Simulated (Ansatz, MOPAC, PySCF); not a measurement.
Molecule: HSO (charge 0, doublet). SMILES: S[O]
Geometry: optimised at B3LYP-D3(BJ)/def2-TZVP (Ansatz, a first-principles code).

Unscaled harmonic wavenumbers (cm⁻¹) in rising order, each level at the stationary point that it reaches from this structure (no distance between atoms moves by over 0.3 Å); the order of modes can differ between levels, and a negative number is imaginary. B3LYP-D3(BJ)/def2-TZVP (PySCF, at the structure above): 1018, 1092, 2399.

PM6 (MOPAC): 604, 919, 2668. Zero-point energy 6.0 against 6.4 kcal/mol; where all levels lie over 400 cm⁻¹, the wavenumbers are on average 0.849 times those of B3LYP-D3(BJ)/def2-TZVP.

PM7 (MOPAC): 865, 1045, 2543. Zero-point energy 6.4 against 6.4 kcal/mol; where all levels lie over 400 cm⁻¹, the wavenumbers are on average 0.956 times those of B3LYP-D3(BJ)/def2-TZVP.

B3LYP/6-31G* (Ansatz): 976, 1077, 2425. Zero-point energy 6.4 against 6.4 kcal/mol; where all levels lie over 400 cm⁻¹, the wavenumbers are on average 0.985 times those of B3LYP-D3(BJ)/def2-TZVP.
